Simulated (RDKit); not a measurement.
RDKit input (UFF):

```python
from rdkit import Chem
from rdkit.Chem import AllChem, rdDetermineBonds

mol = Chem.MolFromXYZFile('mol.xyz')
rdDetermineBonds.DetermineBonds(mol, charge=1)
print('SMILES', Chem.MolToSmiles(Chem.RemoveHs(mol)))
ff = AllChem.UFFGetMoleculeForceField(mol)
e0 = ff.CalcEnergy()
flag = ff.Minimize(maxIts=5000, forceTol=1e-5)
print(f'energy {e0:.4f} -> {ff.CalcEnergy():.4f} kcal/mol, converged: {flag == 0}')
print(Chem.MolToXYZBlock(mol))
```
mol.xyz:
```
15

C     -1.57856871     0.28212107     0.32607735
C     -0.67473686    -0.97801989     0.23132737
C      0.52271106    -0.02299691     0.31765986
C     -0.36757241     1.14705315    -0.12026924
N      1.72154696    -0.34219060    -0.56423180
H     -1.87445202     0.49447578     1.35107140
H     -2.45723394     0.30370945    -0.31106716
H     -0.75346054    -1.44477309    -0.75308983
H     -0.75896077    -1.74448380     0.99753948
H      0.91894751     0.08644215     1.32527983
H     -0.20210701     2.10802881     0.36013533
H     -0.35935553     1.28178573    -1.20420319
H      2.18216141    -1.20769606    -0.27026599
H      2.41589853     0.40938059    -0.53781381
H      1.42673521    -0.46047987    -1.53673557
```

Output:

```
SMILES [NH3+]C1CCC1
energy 91.3536 -> 70.6494 kcal/mol, converged: True
15

C     -1.498698    0.241192    0.144321
C     -0.591042   -0.949764    0.424795
C      0.628118   -0.032615    0.351036
C     -0.285365    1.159755    0.073991
N      1.512894   -0.348038   -0.774771
H     -2.167098    0.480378    1.000236
H     -2.024486    0.155066   -0.831744
H     -0.632104   -1.715329   -0.381234
H     -0.744077   -1.366392    1.444255
H      1.175788    0.048664    1.317011
H     -0.270282    1.903352    0.900509
H     -0.150252    1.609991   -0.934222
H      1.994325   -1.256945   -0.587264
H      2.234848    0.402955   -0.863296
H      0.978985   -0.419913   -1.672209
```

The dipole moment of an ion depends on the origin.

The geometry given is a B3LYP-D3(BJ)/def2-TZVP minimum.
